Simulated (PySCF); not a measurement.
# Computed records: ClGeHO

All values are calculated (PySCF 2.14.0). Calculation on a computer-drawn molecule: vertical ionisation energy to the stated ion spin, frozen-core CCSD(T) at the basis limit and cheaper methods, single-reference cases, UHF for radicals, no spin-orbit; all values are single points at the evaluated structure, the first of each entry, which is the reference or a displaced copy of it and isn't optimised; the reference structure only sets the zero of the energies above reference; triples share is (T) over the correlation energy; on germanium a core potential holds 10 electrons, which the energies leave out, and 3d is frozen in MP2 and coupled-cluster steps.

Common to all runs: charge 0; multiplicity 1; ion multiplicity 2; diffuse functions no; basis cc-pV(n+d)Z; basis and core potential on germanium cc-pVnZ-PP ECP10MDF; reference is the Hartree-Fock double-zeta minimum; best is HF at quadruple zeta + MP2 correlation extrapolated from triple and quadruple zeta + CCSD(T) minus MP2 at triple zeta; basis step is the size of the change from the same recipe one zeta lower.

(1) ClGeHO

Evaluated structure:
```xyz
4
ClGeHO
O      0.4583     1.1405     1.4212
Ge    -1.0072     0.8261     0.4332
Cl    -2.4570     0.9591     2.2233
H      1.2784     1.2494     0.8464
```

Reference structure:
```xyz
4
ClGeHO
O      0.4701     1.1763     1.3714
Ge    -1.0029     0.8501     0.4389
Cl    -2.4002     0.9099     2.1433
H      1.2726     1.2096     0.8670
```

Results for ClGeHO: ionisation energy best 10.41 eV; ionisation energy basis step 0.09144 eV; energy above reference best 2.715 kcal/mol; energy above reference basis step 0.4278 kcal/mol; ionisation energy Koopmans at triple zeta 10.59 eV; ionisation energy EOM CCSD at triple zeta 10.27 eV; total energy HF triple zeta -828.4558 hartree; total energy CCSD(T) triple zeta -829.0313 hartree; total energy best -829.1230 hartree; T1 diagnostic at triple zeta 0.01667; D1 diagnostic at triple zeta 0.05449; ion T1 diagnostic at triple zeta 0.03103; ion D1 diagnostic at triple zeta 0.1155; ion spin squared at triple zeta 0.8348; triples share at triple zeta 0.04152; basis functions triple zeta 122; dipole magnitude HF at triple zeta 4.482 debye; dipole magnitude CCSD unrelaxed at triple zeta 4.108 debye; dipole magnitude PBE at triple zeta 3.927 debye; dipole magnitude r2SCAN at triple zeta 4.025 debye; dipole magnitude B3LYP at triple zeta 4.159 debye; dipole magnitude wB97X at triple zeta 4.349 debye.

Drawn bonds:
| atom | other atom | order |
| --- | --- | --- |
| 1 | 2 | 1 |
| 2 | 3 | 1 |
| 1 | 4 | 1 |

Triple zeta:
| method | ionisation energy (eV) | energy above reference (kcal/mol) |
| --- | --- | --- |
| HF | 9.576 | 5.143 |
| PBE | 9.956 | 1.104 |
| r2SCAN | 10.12 | 2.663 |
| B3LYP | 10.21 | 1.956 |
| wB97X | 10.39 | 3.353 |
| MP2 | 10.34 | 2.646 |
| CCSD | 10.22 | 3.05 |
| CCSD(T) | 10.18 | 2.587 |

(2) ClGeHO

Evaluated structure:
```xyz
4
ClGeHO
O      0.4583     1.1405     1.4212
Ge    -1.0072     0.8261     0.4332
Cl    -2.6933     0.9808     2.5151
H      1.2784     1.2494     0.8464
```

Reference structure:
```xyz
4
ClGeHO
O      0.4701     1.1763     1.3714
Ge    -1.0029     0.8501     0.4389
Cl    -2.4002     0.9099     2.1433
H      1.2726     1.2096     0.8670
```

It finds ionisation energy best 10.01 eV; ionisation energy basis step 0.1135 eV; energy above reference best 21.11 kcal/mol; energy above reference basis step 0.546 kcal/mol; ionisation energy Koopmans at triple zeta 10.49 eV; ionisation energy EOM CCSD at triple zeta 9.909 eV; total energy HF triple zeta -828.4258 hartree; total energy CCSD(T) triple zeta -829.0017 hartree; total energy best -829.0937 hartree; T1 diagnostic at triple zeta 0.01882; D1 diagnostic at triple zeta 0.05879; ion T1 diagnostic at triple zeta 0.02276; ion D1 diagnostic at triple zeta 0.07695; ion spin squared at triple zeta 0.7609; triples share at triple zeta 0.04254; basis functions triple zeta 122; dipole magnitude HF at triple zeta 7.274 debye; dipole magnitude CCSD unrelaxed at triple zeta 6.524 debye; dipole magnitude PBE at triple zeta 6.041 debye; dipole magnitude r2SCAN at triple zeta 6.247 debye; dipole magnitude B3LYP at triple zeta 6.41 debye; dipole magnitude wB97X at triple zeta 6.908 debye.

Drawn bonds:
| atom | other atom | order |
| --- | --- | --- |
| 1 | 2 | 1 |
| 2 | 3 | 1 |
| 1 | 4 | 1 |

Triple zeta:
| method | ionisation energy (eV) | energy above reference (kcal/mol) |
| --- | --- | --- |
| HF | 8.582 | 23.96 |
| PBE | 9.812 | 16.71 |
| r2SCAN | 9.915 | 20.49 |
| B3LYP | 9.906 | 17.74 |
| wB97X | 9.83 | 22.08 |
| MP2 | 9.834 | 21.8 |
| CCSD | 9.637 | 22 |
| CCSD(T) | 9.734 | 21.16 |

(3) ClGeHO

Evaluated structure:
```xyz
4
ClGeHO
O      0.4583     1.1405     1.4212
Ge    -1.0072     0.8261     0.4332
Cl    -2.7297     0.9842     2.5601
H      1.2784     1.2494     0.8464
```

Reference structure:
```xyz
4
ClGeHO
O      0.4701     1.1763     1.3714
Ge    -1.0029     0.8501     0.4389
Cl    -2.4002     0.9099     2.1433
H      1.2726     1.2096     0.8670
```

Results for ClGeHO: ionisation energy best 9.875 eV; ionisation energy basis step 0.1144 eV; energy above reference best 24.52 kcal/mol; energy above reference basis step 0.5391 kcal/mol; ionisation energy Koopmans at triple zeta 10.4 eV; ionisation energy EOM CCSD at triple zeta 9.779 eV; total energy HF triple zeta -828.4203 hartree; total energy CCSD(T) triple zeta -828.9962 hartree; total energy best -829.0883 hartree; T1 diagnostic at triple zeta 0.01927; D1 diagnostic at triple zeta 0.0592; ion T1 diagnostic at triple zeta 0.02077; ion D1 diagnostic at triple zeta 0.06042; ion spin squared at triple zeta 0.761; triples share at triple zeta 0.04268; basis functions triple zeta 122; dipole magnitude HF at triple zeta 7.7 debye; dipole magnitude CCSD unrelaxed at triple zeta 6.878 debye; dipole magnitude PBE at triple zeta 6.338 debye; dipole magnitude r2SCAN at triple zeta 6.563 debye; dipole magnitude B3LYP at triple zeta 6.732 debye; dipole magnitude wB97X at triple zeta 7.287 debye.

Drawn bonds:
| atom | other atom | order |
| --- | --- | --- |
| 1 | 2 | 1 |
| 2 | 3 | 1 |
| 1 | 4 | 1 |

Triple zeta:
| method | ionisation energy (eV) | energy above reference (kcal/mol) |
| --- | --- | --- |
| HF | 8.424 | 27.42 |
| PBE | 9.742 | 19.72 |
| r2SCAN | 9.822 | 23.77 |
| B3LYP | 9.798 | 20.79 |
| wB97X | 9.688 | 25.51 |
| MP2 | 9.685 | 25.34 |
| CCSD | 9.489 | 25.5 |
| CCSD(T) | 9.592 | 24.61 |

(4) ClGeHO

Evaluated structure:
```xyz
4
ClGeHO
O      0.4857     1.1867     1.3849
Ge    -0.9589     0.8648     0.4689
Cl    -2.3771     0.9167     2.1728
H      1.2760     1.2046     0.8569
```

Reference structure:
```xyz
4
ClGeHO
O      0.4701     1.1763     1.3714
Ge    -1.0029     0.8501     0.4389
Cl    -2.4002     0.9099     2.1433
H      1.2726     1.2096     0.8670
```

It finds ionisation energy best 10.2 eV; ionisation energy basis step 0.0979 eV; energy above reference best 0.8497 kcal/mol; energy above reference basis step 0.04287 kcal/mol; ionisation energy Koopmans at triple zeta 10.34 eV; ionisation energy EOM CCSD at triple zeta 10.1 eV; total energy HF triple zeta -828.4640 hartree; total energy CCSD(T) triple zeta -829.0343 hartree; total energy best -829.1260 hartree; T1 diagnostic at triple zeta 0.01516; D1 diagnostic at triple zeta 0.0481; ion T1 diagnostic at triple zeta 0.02404; ion D1 diagnostic at triple zeta 0.0698; ion spin squared at triple zeta 0.801; triples share at triple zeta 0.04033; basis functions triple zeta 122; dipole magnitude HF at triple zeta 3.734 debye; dipole magnitude CCSD unrelaxed at triple zeta 3.475 debye; dipole magnitude PBE at triple zeta 3.373 debye; dipole magnitude r2SCAN at triple zeta 3.444 debye; dipole magnitude B3LYP at triple zeta 3.554 debye; dipole magnitude wB97X at triple zeta 3.675 debye.

Drawn bonds:
| atom | other atom | order |
| --- | --- | --- |
| 1 | 2 | 1 |
| 2 | 3 | 1 |
| 1 | 4 | 1 |

Triple zeta:
| method | ionisation energy (eV) | energy above reference (kcal/mol) |
| --- | --- | --- |
| HF | 9.397 | -0.00441 |
| PBE | 9.818 | 0.7983 |
| r2SCAN | 9.967 | 0.4422 |
| B3LYP | 10.07 | 0.633 |
| wB97X | 10.23 | 0.4205 |
| MP2 | 10.05 | 0.7071 |
| CCSD | 10.04 | 0.6163 |
| CCSD(T) | 10 | 0.7158 |
